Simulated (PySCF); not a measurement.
[Pr(H2O)3]3+: from a saddle point downhill

PySCF 2.14.0, RKS PBE, Pr lcecp-1-SVP with ECP48, O def2-SVP, H def2-SVP; non-relativistic Hamiltonian with scalar-relativistic core potentials where named; density fitting; no spin-orbit coupling. Relaxed within the symmetry of its start, the geometry (D3h) is

```xyz
10

Pr    0.0000    0.0000    0.0000
O     2.3797    0.0000    0.0000
H     3.0041    0.0000    0.7774
H     3.0041    0.0000   -0.7774
O    -1.1898    2.0609    0.0000
H    -1.5020    2.6016    0.7774
H    -1.5020    2.6016   -0.7774
O    -1.1899   -2.0609    0.0000
H    -1.5021   -2.6016    0.7774
H    -1.5021   -2.6016   -0.7774
```

and its lowest harmonic modes are -211, -202, -202, -56, 47, 47 cm⁻¹ (negative: unstable). It was moved along the lowest mode and relaxed again, within the group D3 that the move left.

Task: Where does it end, and how much lower?

Result: In D3, nearly D3h, 0.172 eV lower, after 28 steps:
```xyz
10

Pr    0.0000    0.0000    0.0000
O     2.3633    0.0000    0.0000
H     2.9870    0.7769    0.0556
H     2.9870   -0.7769   -0.0556
O    -1.1817    2.0467    0.0000
H    -2.1663    2.1983    0.0556
H    -0.8206    2.9752   -0.0556
O    -1.1817   -2.0467    0.0000
H    -0.8207   -2.9752    0.0556
H    -2.1663   -2.1983   -0.0556
```

Task: How do the contacts change?

Result: 
| contact | saddle (Å) | end (Å) |
| --- | --- | --- |
| Pr1–O2 (H2O) | 2.380 | 2.363 |
| Pr1–O5 (H2O) | 2.380 | 2.363 |
| Pr1–O8 (H2O) | 2.380 | 2.363 |


Task: Is the end a minimum?

Result: Yes, as far as the noise of the softest modes lets one tell (those above −25 cm⁻¹ count as noise); lowest modes -10, 78, 78, 99, 125, 125 cm⁻¹.

An lcecp potential fixes the number of 4f electrons, so in runs with it no electron can move into or out of that shell.

State: singlet in the valence, with the 4f electrons in the core potential.
